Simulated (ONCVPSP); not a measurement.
tungsten (W): ONCV pseudisation with PBE, fully relativistic reference atom.

- Element: tungsten
- Generator: ONCVPSP 4.0.1
- Type: optimised norm-conserving Vanderbilt (ONCV)
- Functional: PBE
- Relativity: fully relativistic
- Frozen core: [Kr] 4d10 4f14 5s2
- Valence charge: 12
- Reference configuration: 5p6 5d4 6s2
- Partial waves: 6s: rc 2.25 bohr, ncon 4, nbas 7, qcut 3.3 1/bohr, 2 projectors, debl 3.2 Ha; 5p: rc 1.75 bohr, ncon 3, nbas 6, qcut 7.6 1/bohr, 2 projectors, debl 0.8 Ha; 5d: rc 1.65 bohr, ncon 3, nbas 6, qcut 5.1 1/bohr, 3 projectors, debl 1.8 Ha
- Local potential: polynomial inside 1.30 bohr (lpopt 5, dvloc0 0 Ha)
- Core correction: none

Open shells are filled in proportion to 2j + 1.

In the p channel the program set the typed energies aside and used -1.487, 0.250 Ha (j = l + 1/2; the other j can differ).

All-electron outer shells of the reference configuration (PBE, scalar-relativistic, ld1.x):

| shell | level (eV) | outermost node (bohr) | outermost maximum (bohr) |
| --- | --- | --- | --- |
| 5p | -43.20 | 0.57 | 1.09 |
| 4f | -33.21 | – | 0.43 |
| 6s | -5.71 | 1.28 | 2.67 |
| 5d | -4.48 | 0.63 | 1.49 |

What the tests gave:

- Cutoffs needed: 18 Ha and 42 Ha (the cutoffs (Ha) at which the residual kinetic energy of the hardest occupied pseudo-wave falls to 1 and 0.1 mHa per electron)
- Ghost test: ghosts flagged at negative energy: s at -70.9 eV; GHOST(+) flagged for s at 144.5 eV; a true bound ghost makes a file unfit for plane-wave use
- Configuration tests: 1 of 4 tests not solved or not reliable

Generation and tests took about 10 s on one core of a shared server CPU.
